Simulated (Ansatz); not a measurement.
This geometry of FH₂NSSi (6 atoms, charge 0, multiplicity 1) is a first-order saddle point.

All numbers below come from Ansatz 0.2.0, RKS PBE-D4/STO-3G.

```xyz
6
Properties=species:S:1:pos:R:3
N 1.177 0.425 -0.731
Si 0.106 -0.530 0.012
F 0.621 -1.843 0.880
S -1.523 0.180 1.207
H 1.336 0.497 -1.769
H -1.716 1.270 0.400
```

Problem. Which two structures does it join? (They come from a converged band through this point; their orientation in space is the band's.)

Solution. No bond is made or broken. The dihedral H5–N1–Si2–S4 goes from 0 to -180°.

Image 0:

```xyz
6
Properties=species:S:1:pos:R:3
N 1.465 0.108 -0.813
Si 0.305 -0.418 0.274
F 0.807 -1.637 1.261
S -1.728 0.034 0.797
H 0.958 0.896 -1.364
H -1.807 1.016 -0.155
```

Image 6:

```xyz
6
Properties=species:S:1:pos:R:3
N 0.774 0.654 -1.032
Si 0.219 -0.319 0.216
F 0.961 -1.528 1.078
S -1.768 -0.055 0.906
H 1.794 0.300 -1.166
H -1.981 0.948 -0.002
```

Problem. How far does it lie above each of them?

Solution. 16.7 kcal/mol above the first and 15.8 kcal/mol above the second. This is the barrier of this one path; another mechanism may lie lower. Limits of this set-up: minimal basis.

The run took 50 s on 1 thread of Arm Neoverse V1, on a shared host, peak memory 0.088 GiB.
